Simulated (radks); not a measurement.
The numbers below are computed, except where a source is named.
Charge is removed step by step from the 4d down level of Sn+, starting from [Kr] 4d(up 5, down 5) 5s2 5p1. Level of theory: scalar-relativistic Kohn-Sham, BLYP, spin-polarised, spherical densities, finite nucleus; open shells are filled with parallel spins first (spin-orbit coupling, left out, can overturn this in heavy ions); Fermi nuclear charge, rms radius 4.6519 fm (a radial shooting solver on a logarithmic mesh with Libxc functionals).

removed (e)  E - E(0) (eV)  eigenvalue (eV)  E minus straight line (eV)
0                    0.000          -33.497                       0.000
0.25                 8.830          -37.178                      -1.425
0.5                 18.594          -40.964                      -1.916
0.75                29.316          -44.846                      -1.449
1                   41.020          -48.820                       0.000

Removing the whole electron costs 41.020 eV by Delta-SCF, against 33.497 eV from minus the eigenvalue at the starting occupation. Slater's transition state (half an electron removed) gives 40.964 eV. Integrating minus the eigenvalue over the occupation (Janak's theorem) gives 41.029 eV. In this scalar-relativistic scheme the density is built from large components alone, so the theorem holds only approximately. The mean slope of the eigenvalue, de/dn, is 15.3 eV per electron.
